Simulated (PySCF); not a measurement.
C5H11FOS.
SMILES: `C[C@@H](F)CC[S@](C)=O`

Theory: TDDFT PBE0/def2-SVPD, vertical, gas phase, core orbitals frozen in the response (PySCF). One conformer (not necessarily the lowest) at the GFN2-xTB geometry, without solvent, vibrations or thermal averaging. Torsions of this conformer, `[CH3:1][C@@H:2]([F:3])[CH2:4][CH2:5][S@:6]([CH3:7])=[O:8]`: C1–C2–C4–C5 -179°, C2–C4–C5–S6 -178°, C4–C5–S6–C7 176°.

**Question.** List the vertical singlet excitations with oscillator strengths and describe the spectrum.

**Answer.** 

```tsv
state	λ (nm)	E (eV)	f	main configurations (H = HOMO, L = LUMO)
S1	209.4	5.92	0.075	H→L (88%)
S2	204.8	6.05	0.0098	H→L+2 (81%), H→L+4 (10%)
S3	195.5	6.34	0.011	H→L+1 (71%), H→L+3 (16%)
S4	186.7	6.64	0.086	H→L+3 (70%), H→L+1 (13%), H→L+4 (11%)
S5	180.0	6.89	0.0094	H→L+4 (67%), H→L+2 (10%)
S6	176.3	7.03	0.0012	H-1→L+2 (76%), H-1→L+4 (9%), H-1→L+1 (8%)
```

Triplets (Tamm–Dancoff): T1 5.10 eV, H→L (70%), H→L+1 (9%); T2 5.30 eV, H→L+2 (69%), H→L+4 (12%).

The lowest singlet lies at 5.92 eV (209 nm, ultraviolet) and is of moderate strength; its leading configuration is HOMO→LUMO (88%). The strongest level in the table is S4 at 6.64 eV (187 nm, f = 0.086). Löwdin shares by element: HOMO oxygen 50%, sulfur 31%, carbon 15% or more; LUMO sulfur 46%, carbon 21% or more, oxygen 7% (atoms not listed hold the other 26%). Orbital energies (eV): HOMO-3 -9.61, HOMO-2 -9.52, HOMO-1 -7.89, HOMO -6.80, LUMO 0.44, LUMO+1 0.59, LUMO+2 0.77. Of the 6 states listed, 3 reach f = 0.01 and none stays under 0.0005. Weighted by f, the mean energy of these states is 6.33 eV. Only the lowest 6 singlets were computed, as vertical energies without vibronic structure.

On Arm Neoverse V1, one thread, no GPU, shared host with 32 logical CPUs at a one-minute load of 37, this took 59 s wall and 1.0 GiB of memory at its peak.
